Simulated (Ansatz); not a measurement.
(1) Predict a relaxed structure of Si₃Au₂⁻ (the lowest doublet isomer of a short search), charge -1, doublet, at r2SCAN-D4/def2-SVPD (Ansatz).

Answers

(1) 
```csv
atom,x (Å),y (Å),z (Å)
Au1,-0.726,1.015,-1.732
Au2,-0.323,-2.119,0.672
Si3,-0.596,1.688,0.574
Si4,0.840,0.050,1.382
Si5,0.805,-0.635,-0.896
```
 This is one stationary point.

In the def2 sets Au takes a core potential; there is no spin–orbit coupling. The structure comes from a short search, and lower isomers may exist.
